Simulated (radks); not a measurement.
The numbers below are computed, except where a source is named.
Initial-state core-level shifts of the silver ion Ag+ when its valence configuration changes from [Kr] 4d10. Code: a radial shooting solver on a logarithmic mesh with Libxc functionals. Model: Dirac Kohn-Sham, PBE, spin-unpolarised, spherical densities, point nucleus; open shells are shared between the two j in proportion to 2j + 1. Shifts are changes of the shell-averaged eigenvalues in eV (positive: less bound).

\begin{tabular}{lrrrr}
valence & 1s & 3s & 3p & 4s \\ \hline
4d9 5s1 & -4.704 & -4.883 & -4.883 & -4.519 \\
4d9 5p1 & -6.257 & -6.408 & -6.408 & -6.074 \\
4d8 5s2 & -9.873 & -10.231 & -10.232 & -9.333 \\
4d9.5 5s0.5 & -2.290 & -2.379 & -2.379 & -2.216 \\
4d8 5p2 & -12.812 & -13.128 & -13.128 & -12.253 \\
4d7.5 5s2 5p0.5 & -13.366 & -13.800 & -13.802 & -12.569 \\
4d7.5 5s1 5p1.5 & -14.813 & -15.229 & -15.229 & -14.000 \\
4d9.5 5p0.5 & -3.089 & -3.162 & -3.162 & -3.020 \\
4d8 5s1 5p1 & -11.381 & -11.716 & -11.717 & -10.830 \\
\end{tabular}
